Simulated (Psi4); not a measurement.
Al (SMILES [Al+]), charge +1, singlet; M06-2X/def2-TZVP (Psi4).

Input for Psi4:
```
memory 2 GB

molecule mol {
1 1
Al    0.000000    0.000000    0.000000
}

set {
  basis def2-tzvp
  reference rks
}

energy('m06-2x')
print_variables()
```

The log (banner, timings and long lists left out):

```
   => Loading Basis Set <=

    Name: DEF2-TZVP
    Role: ORBITAL
    Keyword: BASIS

         ---------------------------------------------------------
                                   SCF
               by Justin Turney, Rob Parrish, Andy Simmonett
                          and Daniel G. A. Smith
                              RKS Reference
         ---------------------------------------------------------

  ==> Geometry <==

    Molecular point group: d2h
    Geometry (in Angstrom), charge = 1, multiplicity = 1:

       Center              X                  Y                   Z               Mass
    ------------   -----------------  -----------------  -----------------  -----------------
         AL           0.000000000000     0.000000000000     0.000000000000    26.981538530000

  Running in d2h symmetry.

  Rotational constants: A = ************  B = ************  C = ************ [cm^-1]
  Rotational constants: A = ************  B = ************  C = ************ [MHz]
  Nuclear repulsion =    0.000000000000000

  Charge       = 1
  Multiplicity = 1
  Electrons    = 12
  Nalpha       = 6
  Nbeta        = 6

  ==> Algorithm <==

  SCF Algorithm Type is DF.
  DIIS enabled.
  MOM disabled.
  Fractional occupation disabled.
  Guess Type is CORE.
  Energy threshold   = 1.00e-06
  Density threshold  = 1.00e-06
  Integral threshold = 1.00e-12

  ==> Primary Basis <==

  Basis Set: DEF2-TZVP
    Blend: DEF2-TZVP
    Number of shells: 13
    Number of basis functions: 37
    Number of Cartesian functions: 42
    Spherical Harmonics?: true
    Max angular momentum: 3

  ==> DFT Potential <==

   => LibXC <=

    Version 7.1.2
    S. Lehtola, C. Steigemann, M. J. T. Oliveira, and M. A. L. Marques,  SoftwareX 7, 1–5 (2018) (10.1016/j.softx.2017.11.002)

   => Composite Functional: M06-2X <=

    Hybrid M06-2X Meta-GGA XC Functional  (10.1007/s00214-007-0310-x)
    Y. Zhao and D. G. Truhlar,  Theor. Chem. Acc., 120, 215, 2008

    Deriv               =              1
    GGA                 =           TRUE
    Meta                =           TRUE

    Exchange Hybrid     =           TRUE
    MP2 Hybrid          =          FALSE

   => Exchange Functionals <=

    1.0000   XC_HYB_MGGA_X_M06_2X

   => Exact (HF) Exchange <=

    0.5400               HF

   => Correlation Functionals <=

    1.0000   XC_MGGA_C_M06_2X

   => LibXC Density Thresholds  <==

    XC_MGGA_C_M06_2X:  1.00E-12
    XC_HYB_MGGA_X_M06_2X:  1.00E-15

   => Molecular Quadrature <=

    Radial Scheme          =       TREUTLER
    Pruning Scheme         =           NONE
    Nuclear Scheme         =       TREUTLER

    Blocking Scheme        =         OCTREE
    BS radius alpha        =              1
    Pruning alpha          =              1
    Radial Points          =             75
    Spherical Points       =            302
    Total Points           =          21110
    Total Blocks           =            229
    Max Points             =            256
    Max Functions          =             37
    Weights Tolerance      =       1.00E-15

   => Loading Basis Set <=

    Name: (DEF2-TZVP AUX)
    Role: JKFIT
    Keyword: DF_BASIS_SCF

  ==> Integral Setup <==

  SCF_SUBTYPE=INCORE selected. In-core MEM_DF algorithm will be used.
  Using in-core AOs.

  ==> MemDFJK: Density-Fitted J/K Matrices <==

    J tasked:                   Yes
    K tasked:                   Yes
    wK tasked:                   No
    Algorithm:                 Core
    Schwarz Cutoff:           1E-12
    Mask sparsity (%):       0.0000
    Fitting Condition:        1E-10

   => Auxiliary Basis Set <=

  Basis Set: (DEF2-TZVP AUX)
    Blend: DEF2-UNIVERSAL-JKFIT
    Number of shells: 38
    Number of basis functions: 128
    Number of Cartesian functions: 155
    Spherical Harmonics?: true
    Max angular momentum: 4

  Minimum eigenvalue in the overlap matrix is 7.0616361844E-02.
  Reciprocal condition number of the overlap matrix is 2.8126799354E-02.
    Using symmetric orthogonalization.

  ==> Pre-Iterations <==

  SCF Guess: Core (One-Electron) Hamiltonian.

   -------------------------------------------------------
    Irrep   Nso     Nmo     Nalpha   Nbeta   Ndocc  Nsocc
   -------------------------------------------------------
     Ag         9       9       2       2       2       0
     B1g        2       2       0       0       0       0
     B2g        2       2       0       0       0       0
     B3g        2       2       0       0       0       0
     Au         1       1       0       0       0       0
     B1u        7       7       1       1       1       0
     B2u        7       7       1       1       1       0
     B3u        7       7       2       2       2       0
   -------------------------------------------------------
    Total      37      37       6       6       6       0
   -------------------------------------------------------

  ==> Iterations <==

                           Total Energy        Delta E     RMS |[F,P]|

    Occupation by irrep:
             Ag   B1g   B2g   B3g    Au   B1u   B2u   B3u
    DOCC [     3,    0,    0,    0,    0,    1,    1,    1 ]
    NA   [     3,    0,    0,    0,    0,    1,    1,    1 ]
    NB   [     3,    0,    0,    0,    0,    1,    1,    1 ]

   @DF-RKS iter   1:  -221.46849051005273   -2.21468e+02   7.77927e-01 ADIIS
   @DF-RKS iter   2:  -232.27937191255663   -1.08109e+01   4.89161e-01 ADIIS
   @DF-RKS iter   3:  -241.46930757318361   -9.18994e+00   1.64113e-01 ADIIS
   @DF-RKS iter   4:  -242.00153643904957   -5.32229e-01   7.08736e-02 DIIS/ADIIS
   @DF-RKS iter   5:  -242.11984911594521   -1.18313e-01   2.14827e-02 DIIS/ADIIS
   @DF-RKS iter   6:  -242.13086200245857   -1.10129e-02   1.93602e-03 DIIS/ADIIS
   @DF-RKS iter   7:  -242.13095575945962   -9.37570e-05   2.99827e-05 DIIS
   @DF-RKS iter   8:  -242.13095578346741   -2.40078e-08   2.57464e-07 DIIS
  Energy and wave function converged.

  ==> Post-Iterations <==

   Electrons on quadrature grid:
      Ntotal   =   11.9999999777 ; deviation = -2.234e-08

    Orbital Energies [Eh]
    ---------------------

    Doubly Occupied:

       1Ag   -57.184642     2Ag    -4.707650     1B3u   -3.204894
       1B1u   -3.204894     1B2u   -3.204894     3Ag    -0.619001

    Virtual:

       2B3u   -0.272124     2B1u   -0.272124     2B2u   -0.272124
       4Ag    -0.044278     5Ag    -0.025758     1B1g   -0.025758
       1B2g   -0.025758     6Ag    -0.025758     1B3g   -0.025758
       3B3u    0.024306     3B1u    0.024306     3B2u    0.024306
       7Ag     0.502015     2B2g    0.502015     2B1g    0.502015
       8Ag     0.502015     2B3g    0.502015     4B1u    0.521538
       4B2u    0.521538     1Au     0.521538     4B3u    0.521538
       5B1u    0.521538     5B2u    0.521538     5B3u    0.521538
       6B1u    1.586853     6B2u    1.586853     6B3u    1.586853
       9Ag     6.055903     7B2u    8.924156     7B1u    8.924156
       7B3u    8.924156

    Final Occupation by Irrep:
             Ag   B1g   B2g   B3g    Au   B1u   B2u   B3u
    DOCC [     3,    0,    0,    0,    0,    1,    1,    1 ]
    NA   [     3,    0,    0,    0,    0,    1,    1,    1 ]
    NB   [     3,    0,    0,    0,    0,    1,    1,    1 ]

  @DF-RKS Final Energy:  -242.13095578346741

   => Energetics <=

    Nuclear Repulsion Energy =              0.0000000000000000
    One-Electron Energy =                -332.9294628322028302
    Two-Electron Energy =                  99.4891380267334000
    DFT Exchange-Correlation Energy =      -8.6906309779980031
    Empirical Dispersion Energy =           0.0000000000000000
    VV10 Nonlocal Energy =                  0.0000000000000000
    Total Energy =                       -242.1309557834674422

Computation Completed

Properties will be evaluated at   0.000000,   0.000000,   0.000000 [a0]

Properties computed using the SCF density matrix

 Multipole Moments:

 ------------------------------------------------------------------------------------
     Multipole            Electronic (a.u.)      Nuclear  (a.u.)        Total (a.u.)
 ------------------------------------------------------------------------------------

 L = 1.  Multiply by 2.5417464519 to convert [e a0] to [Debye]
 Dipole X            :          0.0000000            0.0000000            0.0000000
 Dipole Y            :          0.0000000            0.0000000            0.0000000
 Dipole Z            :          0.0000000            0.0000000            0.0000000
 Magnitude           :                                                    0.0000000

 ------------------------------------------------------------------------------------

  Variable Map:
  ----------------------------------------------------------------------------
  "CURRENT ENERGY"              =>    -242.130955783467
  "CURRENT REFERENCE ENERGY"    =>    -242.130955783467
  "DD SOLVATION ENERGY"         =>       0.000000000000
  "DFT FUNCTIONAL TOTAL ENERGY" =>    -242.130955783467
  "DFT TOTAL ENERGY"            =>    -242.130955783467
  "DFT VV10 ENERGY"             =>       0.000000000000
  "DFT XC ENERGY"               =>      -8.690630977998
  "GRID ELECTRONS ALPHA"        =>       5.999999988830
  "GRID ELECTRONS BETA"         =>       5.999999988830
  "GRID ELECTRONS TOTAL"        =>      11.999999977660
  "NUCLEAR REPULSION ENERGY"    =>       0.000000000000
  "ONE-ELECTRON ENERGY"         =>    -332.929462832203
  "PCM POLARIZATION ENERGY"     =>       0.000000000000
  "PE ENERGY"                   =>       0.000000000000
  "SCF ITERATION ENERGY"        =>    -242.130955783467
  "SCF ITERATIONS"              =>       8.000000000000
  "SCF TOTAL ENERGY"            =>    -242.130955783467
  "TWO-ELECTRON ENERGY"         =>      99.489138026733
  "XC GRID RADIAL POINTS"       =>      75.000000000000
  "XC GRID SPHERICAL POINTS"    =>     302.000000000000
  "XC GRID TOTAL POINTS"        =>   21110.000000000000

  Array Variable Map:
  ----------------------------------------------------------------------------
  "CURRENT DIPOLE"              =>       0.000000000000 ... 0.000000000000 1 by 3
  "SCF DIPOLE"                  =>       0.000000000000 ... 0.000000000000 1 by 3
  "SCF TOTAL ENERGIES"          =>    -221.468490510053 ... -242.130955783467 1 by 8
```
